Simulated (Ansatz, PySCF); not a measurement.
CCl₃, SMILES Cl[C+](Cl)Cl, charge +1. Atoms are numbered in the order given.

```xyz
4

C      0.0000     0.0000     0.0000
Cl     1.6556     0.0000     0.0000
Cl    -0.8278     1.4338     0.0000
Cl    -0.8278    -1.4338     0.0000
```
Charge +1, spin multiplicity 1.

Geometry: r2SCAN-D4/def2-SVP.

Two levels are set side by side: PBE-D3(BJ)/def2-SVP (Ansatz, a program for electronic structure) and r2SCAN-D4/def2-SVP (Ansatz). Each level has its own optimised geometry; the coordinates shown are those of the second. Frequencies come from the Hessian of PySCF at each geometry. Differences are taken from unrounded values.

```csv
quantity,r2SCAN-D4,PBE-D3(BJ),PBE-D3(BJ) minus r2SCAN-D4
mean bond length (Å),1.656,1.664,0.008
bond C1–Cl2 (Å),1.656,1.664,0.008
bond C1–Cl3 (Å),1.656,1.664,0.008
bond C1–Cl4 (Å),1.656,1.664,0.008
highest harmonic wavenumber (cm⁻¹),1048,1022,-25
mean harmonic wavenumber (cm⁻¹),634,616,-18
zero-point energy (kcal/mol),5.44,5.29,-0.15
```
